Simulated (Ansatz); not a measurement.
## Several solutions for doublet CaF

```xyz
2

Ca    0.0000    0.0000    0.0000
F     0.0000    0.0000    3.5460
```

Basis set: def2-SVP (spherical functions). Charge 0, multiplicity 2.

UHF was run from several starts with Ansatz (development build ahead of 0.2.0).

| run | program | start | converged | energy (hartree) | <S²> |
| --- | --- | --- | --- | --- | --- |
| A | Ansatz | atomic start, no search | yes | -775.94622 | 0.75 |
| B | Ansatz | stability test followed | yes | -775.94622 | 0.75 |
| C | Ansatz | search for the lowest state | yes | -775.94679 | 0.99 |

Task: Which runs reached the lowest solution of this kind, and what is wrong with the others?

Result: C reached the lowest solution found. Converged but too high: A by 0.02 eV, B by 0.02 eV. Convergence only shows a stationary point, and even a stable one can lie too high; stability tests and further starts are what find lower ones. Caution: the unrestricted determinant is spin contaminated.
